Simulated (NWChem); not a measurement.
GeH$_{2}$S, singlet; SMILES [SH][GeH]

Computed with NWChem. Pople sets run with spherical d functions. Low-valent species are run as closed-shell singlets; no triplet was tried in these runs. The level has its own optimisation; frequencies are unscaled.

Q: What does the run give for B3LYP/6-31G*? Quantities: r Ge–H (Å); r Ge–S (Å); r H–S (Å); highest harmonic frequency (cm⁻¹); lowest (cm⁻¹); zero-point energy (kcal/mol).

A: The r Ge–H (Å) comes out as 1.606. The r Ge–S (Å) comes out as 2.250. The r H–S (Å) is 1.353 and the highest harmonic frequency (cm⁻¹) is 2663. The lowest (cm⁻¹) is 386. The zero-point energy (kcal/mol) is 10.0.
